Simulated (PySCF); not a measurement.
# How methods differ on the ionisation energy of Bi+

Bi+ [Xe] 4f14 5d10 6s2 6p2 (3P) → Bi(2+) [Xe] 4f14 5d10 6s2 6p1 (2P), as a difference of total energies. All numbers are calculated (PySCF 2.14, scalar relativity through the core potential, in aug-cc-pVDZ-PP with ECP60MDF (5s4p3d, 32 functions)). Correlated levels: valence: 5s2 5p6 5d10 frozen. The calculations carry no spin-orbit coupling.

```csv
method,ionisation energy (eV),difference from reference (eV)
UHF,15.300,-1.403
MP2 (valence),15.491,-1.212
SCS-MP2 (valence),15.442,-1.261
CCSD (valence),15.523,-1.180
CCSD(T) (valence),15.528,-1.175
CCSDT (valence),15.529,-1.174
FCI (valence),15.530,-1.173
```

Reference: 16.703 eV (measured; NIST Atomic Spectra Database, ionization energies).

Spin-orbit coupling is strong in these open shells (close to jj coupling). The scalar numbers leave it out and a first-order estimate fails, so it can dominate the gap to the real levels.

Errors of the correlated levels include the incompleteness of this basis and the frozen core.
